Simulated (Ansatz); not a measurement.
The pair A = C2H4Si (SMILES C#C[SiH3]) (first 7 atoms), B = H2O (SMILES O); geometry from B3LYP-D3(BJ)/def2-TZVP.
(charge 0, multiplicity 1):
| atom | x (Å) | y (Å) | z (Å) |
|---|---|---|---|
| C | -1.5155 | 1.3785 | 0.7512 |
| C | -0.5633 | 0.7078 | 0.4358 |
| Si | 0.8795 | -0.3137 | -0.0554 |
| H | -2.3565 | 1.9734 | 1.0176 |
| H | 0.5357 | -1.7423 | 0.0640 |
| H | 1.2031 | 0.0114 | -1.4620 |
| H | 2.0292 | 0.0281 | 0.8051 |
| O | -0.0516 | -0.7877 | 3.1503 |
| H | 0.5335 | -0.1410 | 3.5582 |
| H | -0.6642 | -0.2645 | 2.6176 |

Frozen-core correlation. MP2 and its Hartree–Fock in aug-cc-pV(T+d)Z are density fitted.

Codes used: Ansatz (Gaussian basis) for Hartree–Fock, density functionals and correlated methods. Values without a source in brackets are computed.

The counterpoise-corrected interaction energy is E(AB) − E(A in the pair's basis) − E(B in the pair's basis). Total energies (hartree):

```tsv
level	AB	A in the pair's basis	B in the pair's basis
HF/aug-cc-pV(D+d)Z	-442.9898811	-366.9479823	-76.0412183
MP2/aug-cc-pV(D+d)Z	-443.5797327	-367.3143306	-76.2617223
HF/aug-cc-pV(T+d)Z	-443.0419267	-366.9810538	-76.0601576
MP2/aug-cc-pV(T+d)Z	-443.7509490	-367.4170664	-76.3293315
CCSD(T)/aug-cc-pV(D+d)Z	-443.6443224	-367.3659704	-76.2747973
```

Task: Work out the counterpoise-corrected interaction energy at the basis-set limit: extrapolate the MP2 correlation part as X⁻³, take Hartree–Fock from the larger set, and add the CCSD(T) − MP2 difference of aug-cc-pV(D+d)Z.

Result: 
1. Differences (1 hartree = 627.509 kcal/mol): HF/aug-cc-pV(D+d)Z -0.427; MP2/aug-cc-pV(D+d)Z -2.309; HF/aug-cc-pV(T+d)Z -0.449; MP2/aug-cc-pV(T+d)Z -2.856; CCSD(T)/aug-cc-pV(D+d)Z -2.231.
2. Correlation parts, MP2 less HF: -1.882 in aug-cc-pV(D+d)Z (X = 2), -2.407 in aug-cc-pV(T+d)Z (X = 3).
3. Limit (3³·(-2.407) − 2³·(-1.882))/(3³ − 2³) = -2.628; with HF/aug-cc-pV(T+d)Z it gives -3.077.
4. CCSD(T) less MP2 in aug-cc-pV(D+d)Z: 0.078.
Result: -3.00 kcal/mol, against -2.31 at MP2/aug-cc-pV(D+d)Z. It is an estimate of this method's limit, not of the exact value.

Ansatz is an electronic-structure program.
